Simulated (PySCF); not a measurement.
# 31P chemical shifts

PySCF 2.14.0 with density-fitted response routines calculation with σ from GIAO-PBE0/pcSseg-1 and geometry from GFN2-xTB; averaged over atoms made equivalent by symmetry, fast rotation or ring inversion, no solvent model, relativity neglected, one conformer.

Shieldings were converted by a linear fit to measured shifts: 31P: δ = 270.09 − 0.828σ (rms 18.1 ppm, 64 shifts vs H3PO4, solution or neat liquid). A few per cent of atoms miss by over 2 rms, more outside the fitted compound classes.

**Question.** Give the 31P shifts of `FP(F)P`, `FP(F)P`, `FP(F)P`, `C[SiH2]O[Si@@](C)(P)O[SiH3]`, `Fc1csc([SiH3])p1`, `COCO[SiH2]P([SiH3])[SiH3]`.

**Answer.** 
| compound | environment | δ (ppm) |
| --- | --- | --- |
| [F:1][P:2]([F:3])[PH2:4] | P2: phosphorus bonded to 2 F, P | 287.7 |
| [F:1][P:2]([F:3])[PH2:4] | P4: phosphorus bonded to P, 2 H | -134.6 |
| [F:1][P:2]([F:3])[PH2:4] | P2: phosphorus bonded to 2 F, P | 287.7 |
| [F:1][P:2]([F:3])[PH2:4] | P4: phosphorus bonded to P, 2 H | -134.6 |
| [F:1][P:2]([F:3])[PH2:4] | P2: phosphorus bonded to 2 F, P | 287.7 |
| [F:1][P:2]([F:3])[PH2:4] | P4: phosphorus bonded to P, 2 H | -134.6 |
| C[SiH2]O[Si@@](C)(P)O[SiH3] | phosphorus bonded to Si, 2 H | -231.2 |
| Fc1csc([SiH3])p1 | phosphorus bonded to 2 C, in a 5-membered ring | 193.5 |
| COCO[SiH2]P([SiH3])[SiH3] | phosphorus bonded to 3 Si | -294.9 |

**Question.** Order these by 31P shift, lowest first.
A. C[C@@H]([SiH3])O[Si@@H](P)O[SiH3]
B. OCCO[SiH2]P([SiH3])[SiH3]
C. C=PCO
D. Fc1csc([SiH3])p1

**Answer.** B (-295.2 ppm, phosphorus bonded to 3 Si), A (-232.1 ppm, phosphorus bonded to Si, 2 H), D (193.5 ppm, phosphorus bonded to 2 C, in a 5-membered ring), C (301.3 ppm, phosphorus bonded to 2 C).
